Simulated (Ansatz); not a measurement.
The first iterations of a band of a periodic cell of 13 atoms, PPd12 (surface Pd(111), adsorbate P).

These are results of DFT PBE, scalar-relativistic, plane waves, PAW (Ansatz 0.2.0), not measurements. Settings: cutoff 420 eV, k mesh 4x4x1, gaussian smearing 0.15 eV, no spin polarisation.

```yaml
movable_images: 3
climbing_image: yes
spring: 50.0 eV/Å²
optimiser: fire
start_path: default
force_threshold: 0.05 eV/Å
iteration_limit: 50
end_points: relaxed
atoms_held: 1 to 4
```

First end point:

```xyz
13
Lattice="5.5013 0.0000 0.0000 2.7506 4.7643 0.0000 0.0000 0.0000 16.4918" Properties=species:S:1:pos:R:3
Pd 1.375 0.794 1.000
Pd 4.126 0.794 1.000
Pd 2.751 3.176 1.000
Pd 5.501 3.176 1.000
Pd -0.002 1.587 3.331
Pd 2.751 1.586 3.333
Pd 1.374 3.971 3.333
Pd 4.125 3.970 3.309
Pd -0.027 0.014 5.680
Pd 2.773 0.013 5.688
Pd 1.374 2.381 5.609
Pd 4.124 2.352 5.680
P 4.118 3.966 7.216
```

Last end point:

Only the atoms that move by more than 0.05 Å are listed.
```
Pd11 1.375 2.411 5.688
Pd12 4.126 2.382 5.624
P13 4.126 5.558 7.224
```

| iteration | highest image above the first end (eV) | largest band force component (eV/Å) |
| --- | --- | --- |
| 1 | 0.608 | 2.139 |
| 2 | 0.482 | 0.868 |
| 3 | 0.437 | 0.725 |
| 4 | 0.418 | 0.614 |
| 5 | 0.398 | 0.419 |
| 6 | 0.384 | 0.419 |
| 7 | 0.365 | 0.454 |
| 8 | 0.339 | 0.240 |
| 9 | 0.321 | 0.449 |
| 10 | 0.320 | 0.423 |

Problem. Does the band converge within its limit, and where does its top end?

Solution. The forces met the threshold. It ended after 30 iterations with the highest image 0.269 eV above the first end. The order of the stationary point at the top wasn't checked. Limits of this set-up: coarse k mesh, thin slab, slab without dipole correction, odd electron count without spin.

Time of the run: 14 min on 4 threads of Intel(R) Xeon(R) Platinum 8375C CPU @ 2.90GHz (Ice Lake) (shared host), peak memory 2.5 GiB.
